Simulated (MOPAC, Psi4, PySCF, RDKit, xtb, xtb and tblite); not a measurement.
Two geometries of C3H10O2Si, SMILES C(CO[SiH3])OC, relaxed at GFN2-xTB with one dihedral held; other torsions can differ between them too.

Structure A

```
16

C     -1.7495     1.2579     0.2532
O     -0.7336     0.3340     0.5480
C     -0.7679    -0.8272    -0.2433
C      0.6154    -1.4649    -0.1760
O      1.5907    -0.6545    -0.7317
Si     1.8048     0.9424    -0.5154
H     -1.5841     2.1161     0.9008
H     -1.7076     1.5776    -0.7946
H     -2.7401     0.8323     0.4542
H     -0.9905    -0.5698    -1.2888
H     -1.5316    -1.5292     0.1212
H      0.8560    -1.6584     0.8770
H      0.6109    -2.4144    -0.7224
H      3.1003     1.0333    -1.1805
H      1.8571     1.3337     0.8902
H      0.8209     1.7591    -1.2343
```

Structure B

```
16

C      1.6562     1.2690     0.2681
O      0.6674     0.2947     0.4864
C      0.8327    -0.9002    -0.2393
C      1.4522    -1.9846     0.6473
O      0.6964    -2.2212     1.7816
Si     0.0103    -1.1319     2.7782
H      1.3903     2.1182     0.8943
H      1.6737     1.5816    -0.7825
H      2.6544     0.9136     0.5494
H     -0.1718    -1.2250    -0.5293
H      1.4394    -0.7492    -1.1381
H      2.4644    -1.6727     0.9435
H      1.5273    -2.9216     0.0839
H     -0.3661    -2.0814     3.8216
H      0.9725    -0.1436     3.2704
H     -1.1626    -0.4707     2.2132
```

Q: Which is lower in energy at the level B3LYP-D3(BJ)/def2-TZVP // GFN2-xTB (Psi4), and by how much?

A: A is lower, by 2.15 kcal/mol (dihedral C1–O2–C3–C4: 160° in A, 100° in B).

E(B) − E(A) in kcal/mol at the other levels, on the same two geometries: GFN2-xTB (xtb and tblite) 0.92; MMFF94 // GFN2-xTB (RDKit) 2.22; B3LYP/def2-TZVP // GFN2-xTB (Psi4) 2.07; PBE/def2-TZVP // GFN2-xTB (Psi4) 2.10; PBE-D3(BJ)/def2-TZVP // GFN2-xTB (Psi4) 2.13; UFF // GFN2-xTB (RDKit) 2.71; PM7, restricted, heats of formation // GFN2-xTB (MOPAC) -0.72; PM3, restricted, heats of formation // GFN2-xTB (MOPAC) -0.55; GFN1-xTB // GFN2-xTB (xtb) -0.27; restricted B3LYP/6-31G*, spherical d, density fitting // GFN2-xTB (PySCF) 1.88; restricted B3LYP/LANL2DZ, with its core potentials past Ne // GFN2-xTB (PySCF) 1.69; restricted LDA (SVWN5)/6-31G*, spherical d, density fitting // GFN2-xTB (PySCF) 2.20; restricted BP86/6-31G*, spherical d, density fitting // GFN2-xTB (PySCF) 1.85.
